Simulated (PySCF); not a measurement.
Calculation: B3LYP-D3(BJ)/def2-TZVP // B3LYP-D3(BJ)/def2-SVP in PySCF 2.14.0. Isolated molecules, 0 K electronic values unless said otherwise. B3LYP has the VWN-RPA correlation part, as in Gaussian. Excitations are Tamm–Dancoff values on a coarser integration grid. The basis has no diffuse functions, so Rydberg states are missing or too high.

Reference species (SMILES): `[SiH3]c1c(C)c2c(cc1)ccs2` (neutral, multiplicity 1).

- S1 oscillator strength = 0.085
- brightest of the four lowest singlets (TDA) = 5.51 eV
- S1 excitation (TDA) = 4.42 eV
- HOMO = -6.11 eV

Changed species: `Cc1c([SiH3])sc2ccccc12`.

Task: What does the change do to the S1 oscillator strength, brightest of the four lowest singlets (TDA), S1 excitation (TDA) and HOMO?

Result: the S1 oscillator strength decreases by 0.010, to 0.075; the brightest of the four lowest singlets (TDA) drops by 0.10 eV, to 5.41 eV; the S1 excitation (TDA) stays essentially unchanged; the HOMO rises by 0.04 eV, to -6.07 eV.
